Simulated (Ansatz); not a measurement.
`N[SiH2]C(F)F`. The species carries charge 0 and has multiplicity 1.

Cartesian coordinates in Å:
```
N -0.136 0.237 -1.632
Si -0.394 0.611 0.014
C 0.360 -0.789 1.085
F 1.700 -0.897 0.810
F 0.242 -0.495 2.414
H 0.782 0.238 -2.045
H -0.860 0.367 -2.317
H 0.245 1.861 0.504
H -1.860 0.650 0.240
H -0.078 -1.782 0.928
```

Q: List the harmonic frequencies (cm⁻¹, unscaled) at PBE0-D4/def2-TZVP in Ansatz. (Estimate.)

A: The calculation gave: 55, 85, 163, 271, 307, 322, 495, 570, 650, 770, 840, 879, 912, 944, 1059, 1127, 1336, 1354, 1580, 2216, 2244, 3050, 3624, 3721.

Q: Is this a minimum?

A: Yes, all 24 modes are real.

Q: Give the ideal-gas thermochemistry at 298.15 K and 1 bar (rigid rotor, harmonic oscillator; point group C1, symmetry number 1).

A: Zero-point energy 170.9 kJ/mol; H(298) − E = 192.4 kJ/mol; entropy 351.6 J/(mol·K), of which translation 165.9, rotation 111.5, vibration 74.2; G(298) − E = 87.6 kJ/mol. Modes under 100 cm⁻¹ are hindered rotations or soft bends, so the harmonic entropy is rough.
